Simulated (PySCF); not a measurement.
A PySCF script (with the pyscf-properties extension) for the NMR shieldings of `C[O+](C)[AlH2-][C@@H]1C[C@@H]1F`, C5H12AlFO, on a GFN2-xTB geometry:

```python
import basis_set_exchange as bse
import numpy as np
from pyscf import gto, dft
from pyscf.prop import nmr

atoms = """
C    -1.909467   -0.548620    1.249786
O    -1.415626   -0.080819    0.015435
C    -2.415222    0.340998   -0.876964
Al    0.305299    0.136245   -0.761485
C     1.483237   -0.556063    0.748780
C     2.409489    0.613447    1.040619
C     2.688464   -0.292684   -0.089752
F     2.335444    0.238698   -1.341843
H    -2.553657   -1.420367    1.102561
H    -1.040513   -0.826602    1.842754
H    -2.472778    0.236560    1.762608
H    -3.085936   -0.484023   -1.130461
H    -1.893840    0.677344   -1.771537
H    -2.991727    1.168210   -0.455113
H     0.206509    1.705668   -0.903306
H     0.028980   -0.800014   -1.994226
H     1.603997   -1.390829    1.437131
H     3.070571    0.584735    1.896154
H     2.063492    1.606514    0.775832
H     3.578134   -0.897721   -0.188794
"""
names = dict.fromkeys(["C", "O", "Al", "F", "H"], "pcSseg-1")
basis = {el: gto.basis.parse(bse.get_basis(n, elements=[el], fmt="nwchem")) for el, n in names.items()}
mol = gto.M(atom=atoms, basis=basis, charge=0, verbose=0)
mf = dft.RKS(mol, xc="PBE0")
mf.grids.level = 2
mf.grids.alignment = dft.numint.BLKSIZE   # the property module wants whole blocks of grid points
mf.conv_tol = 1e-9
mf.kernel()

calc = nmr.RKS(mf)   # GIAO
C = mf.mo_coeff
Co = C[:, mf.mo_occ > 0]
resp = mf.gen_response(singlet=True, hermi=2)
def vind(x):   # induced exchange potential for any number of trial vectors
    d = np.einsum("pi,xij,qj->xpq", C, 2 * x.reshape(-1, C.shape[1], Co.shape[1]), Co, optimize=True)
    return np.einsum("xpq,pi,qj->xij", resp(d - d.transpose(0, 2, 1)), C, Co, optimize=True).ravel()
mo1, _ = nmr.rhf.solve_mo1(calc, with_cphf=vind)
sigma = calc.kernel(mo1)
for i, s in enumerate(sigma):   # ppm
    w = np.linalg.eigvalsh((s + s.T) / 2)
    print("%2d %-2s iso %8.1f  s11 %8.1f  s22 %8.1f  s33 %8.1f" % (i, mol.atom_pure_symbol(i), w.mean(), *w))
```

Q: Give the expected output.

A: 
```
 0 C  iso    125.3  s11     95.4  s22     96.3  s33    184.0
 1 O  iso    334.2  s11    303.3  s22    325.7  s33    373.5
 2 C  iso    125.8  s11     96.5  s22    101.7  s33    179.1
 3 Al iso    441.5  s11    370.3  s22    467.1  s33    487.2
 4 C  iso    186.1  s11    146.7  s22    180.3  s33    231.1
 5 C  iso    173.6  s11    148.2  s22    158.9  s33    213.6
 6 C  iso    102.5  s11     31.5  s22     70.6  s33    205.3
 7 F  iso    390.7  s11    312.3  s22    403.1  s33    456.6
 8 H  iso     28.2  s11     24.8  s22     25.4  s33     34.4
 9 H  iso     27.0  s11     21.8  s22     28.0  s33     31.1
10 H  iso     28.2  s11     24.9  s22     25.4  s33     34.4
11 H  iso     28.5  s11     24.8  s22     25.6  s33     34.9
12 H  iso     27.1  s11     22.2  s22     26.6  s33     32.5
13 H  iso     28.5  s11     24.9  s22     25.8  s33     34.9
14 H  iso     28.2  s11     24.0  s22     28.7  s33     31.8
15 H  iso     27.8  s11     22.9  s22     28.1  s33     32.3
16 H  iso     32.0  s11     26.3  s22     27.7  s33     42.0
17 H  iso     31.0  s11     25.1  s22     26.8  s33     41.1
18 H  iso     30.4  s11     24.1  s22     29.1  s33     37.9
19 H  iso     26.3  s11     21.4  s22     25.2  s33     32.3
```

These numbers come from an equivalent density-fitted implementation of the same equations, which agrees with the script to about 0.01 ppm for H and up to a few tenths of a ppm for heavy atoms, so last digits may differ.

Size and cost of the density-fitted run: 203 basis functions, 40 s wall time on 1 thread of an Arm Neoverse V2, shared host; peak memory 0.91 GiB.
